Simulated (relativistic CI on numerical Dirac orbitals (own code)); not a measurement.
## d1 to d9 in one octahedral field

Computed with a parametric ligand-field model without spin-orbit coupling, by exact diagonalisation: B = 940, C = 3920, 10Dq = 8200 cm⁻¹ (Oh; |10Dq|/B = 8.7) for every shell. Energies in cm⁻¹; the field energy is (0.6 n_e − 0.4 n_t2) × 10Dq of the ground term; g labels are left out.

```
Shell  Ground term  Electrons in e  Field energy  First spin-allowed bands  Lowest term of other spin
   d1          2T2           0.000         -3280                   2E 8200                           
   d2          3T1           0.086         -5855       3T2 7110, 3A2 15310                  1T2 13963
   d3          4A2           0.000         -9840       4T2 8200, 4T1 13709                   2E 17935
   d4           5E           1.000         -4920                  5T2 8200                  3T1 14314
   d5          6A1           2.000             0                      none                  4T1 23394
   d6          5T2           2.000         -3280                   5E 8200                  3T1 13642
   d7            ?               ?             ?                         ?                          ?
   d8          3A2           2.000         -9840       3T2 8200, 3T1 13709                   1E 14769
   d9           2E           3.000         -4920                  2T2 8200
```

(1) Fill in the row of d7.

Results:

(1) Ground term: 4T1; Electrons in e: 2.086; Field energy: -5855; First spin-allowed bands: 4T2 7110, 4A2 15310; Lowest term of other spin: 2E 10336. Every shell keeps the spin of the free ion. Only d4 to d7 can choose; the field needed to pair spins is smallest for d6 and largest for d5, which loses most exchange energy. In the strong-field picture 10Dq must exceed about 6B + 5C = 25240 (d4), 7.5B + 5C = 26650 (d5), 2.5B + 4C = 18030 (d6) and 4B + 4C = 19440 (d7); mixing of terms shifts these bounds somewhat. High-spin d^(n+5) repeats the spin-allowed bands of d^n, since the half-filled shell is spherical.
